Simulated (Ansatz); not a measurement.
Start from `C[S][SbH2]` and change one atom or group to get `C[S][MgH]`.

Ansatz, PBE0-D4/def2-TZVP geometries, multiplicity 1. 

Elements past krypton have def2 core potentials.

```tsv
property	`C[S][SbH2]`
HOMO energy (PBE/def2-TZVPP) / eV	-5.50
HOMO energy (B3LYP/def2-TZVPP) / eV	-6.47
LUMO energy (B3LYP/def2-TZVPP) / eV	-1.25
HOMO–LUMO gap (PBE/def2-TZVPP) / eV	3.71
size of the dipole moment (B3LYP/def2-TZVPP) / D	1.75
ideal-gas entropy at 298 K and 1 bar (rigid rotor, harmonic PBE0-D4/def2-TZVP) / J/(mol·K)	339
```

Problem. What does the change do to each property? (An estimate is asked.)

Solution. Computed: 
```csv
property,`C[S][MgH]`,shift
HOMO energy (PBE/def2-TZVPP) / eV,-5.30,0.20
HOMO energy (B3LYP/def2-TZVPP) / eV,-6.22,0.25
LUMO energy (B3LYP/def2-TZVPP) / eV,-0.99,0.26
HOMO–LUMO gap (PBE/def2-TZVPP) / eV,3.87,0.16
size of the dipole moment (B3LYP/def2-TZVPP) / D,1.25,-0.50
"ideal-gas entropy at 298 K and 1 bar (rigid rotor, harmonic PBE0-D4/def2-TZVP) / J/(mol·K)",314,-25
```

The zero-point energy changes by -22.7 kJ/mol with -3 modes. Dipoles are sizes alone; their direction can turn. Modes under 60 cm⁻¹, often nearly free rotors, make the harmonic entropy too high.

B3LYP here is the variant with VWN-RPA as its local correlation; programs differ in this.

Spin–orbit coupling is left out; it splits and shifts lone-pair levels of the heavy atoms by tenths of an eV.
